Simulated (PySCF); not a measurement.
Species: C6H9NSi.
SMILES with atom numbers: `[SiH3:1][CH2:2][c:3]1[cH:4][cH:5][n:6][cH:7][cH:8]1`

Structure used (PBE0-D3(BJ)/def2-SVP), in Å, numbered top down from 1:
```
atom  x, y, z in Å
Si1   -2.432   -0.178   -0.826
C2    -1.186   -0.908    0.406
C3     0.169   -0.296    0.239
C4     0.526    0.888    0.896
C5     1.786    1.438    0.673
N6     2.694    0.907   -0.142
C7     2.358   -0.217   -0.770
C8     1.126   -0.850   -0.619
H9    -1.965   -0.429   -2.222
H10   -3.770   -0.818   -0.631
H11   -2.555    1.294   -0.607
H12   -1.150   -1.997    0.246
H13   -1.575   -0.737    1.423
H14   -0.172    1.377    1.580
H15    2.075    2.362    1.188
H16    3.114   -0.648   -1.437
H17    0.915   -1.773   -1.165
```

Probes without a nucleus sit at each ring's centroid and 1 Å off its mean plane on both sides; NICS is minus the shielding there, NICSzz its component along the normal. Level: GIAO PBE0/pcSseg-1 (PySCF, non-relativistic, gas phase) on the PBE0-D3(BJ)/def2-SVP geometry, one conformer.

Ring bond lengths (Å), with Mayer bond orders in brackets: C3–C4 1.400 (1.38), C4–C5 1.393 (1.41), C5–N6 1.331 (1.47), N6–C7 1.330 (1.47), C7–C8 1.393 (1.41), C8–C3 1.400 (1.38).

**Question.** Give the NICS values of each ring in ppm.

**Answer.** 
| ring | type | NICS(0) | NICS(1), two faces | NICS(1)zz, two faces | rms pucker (Å) | centre to ring atoms, mean (Å) |
| --- | --- | --- | --- | --- | --- | --- |
| C3–C4–C5–N6–C7–C8 | 6-membered ring with N; formal bonds all aromatic | -7.4 | -10.9 / -11.0 | -27.1 / -27.6 | 0.00 | 1.37 |

**Question.** What can be read from them?

**Answer.** 
- C3–C4–C5–N6–C7–C8: mean NICS(1)zz -27.3 ppm, shielded. The ring is flat and has no four-coordinate atom; by the NICS criterion it is aromatic.

**Question.** How equal are the bonds by HOMA? HOMA takes Krygowski's 1993 parameters.

**Answer.** 
- C3–C4–C5–N6–C7–C8: HOMA 0.99; the largest term is that of C3–C4, α(R − Ropt)² = 0.04. The geometric and the magnetic index point the same way.

**Question.** What field does 9.4 T along the ring normal induce along that normal at the first NICS(1) probe listed for ring C3–C4–C5–N6–C7–C8, 1 Å off the ring?

**Answer.** NICSzz × B0 = -27.1 ppm × 9.4 T = -255 μT, against the applied field.

**Question.** What are the shieldings of the ring atoms and their hydrogens in the same run (means over atoms taken as equivalent)?

**Answer.** 
```tsv
atoms	environment	σ isotropic (ppm)	principal values of the symmetric part, first atom (ppm)
C3	substituted aromatic carbon	30.8	-70.8, -13.8, 177.1
C4 (×2)	aromatic CH carbon	56.8	-52.1, 59.7, 162.8
C5 (×2)	aromatic CH next to a ring nitrogen	28.4	-81.9, 25.1, 142.3
N6	pyridine-type nitrogen	-86.8	-399.0, -167.7, 306.3
H14 (×2)	aromatic hydrogen	24.30	21.4, 22.1, 29.4
H15 (×2)	aromatic hydrogen	22.64	18.8, 22.2, 26.9
```

**Question.** How do the values depend on the level or the medium?

**Answer.** 
```tsv
level	NICS(0), C3–C4–C5–N6–C7–C8	mean NICS(1)zz, C3–C4–C5–N6–C7–C8
PBE0/pcSseg-1, gas	-7.4	-27.3
wB97X-D/pcSseg-1, gas	-7.3	-27.5
```

The geometry is the same throughout.

On Arm Neoverse V1, one thread, on a shared host, this took 25 s. This is the whole shielding run at PBE0/pcSseg-1, SCF included.
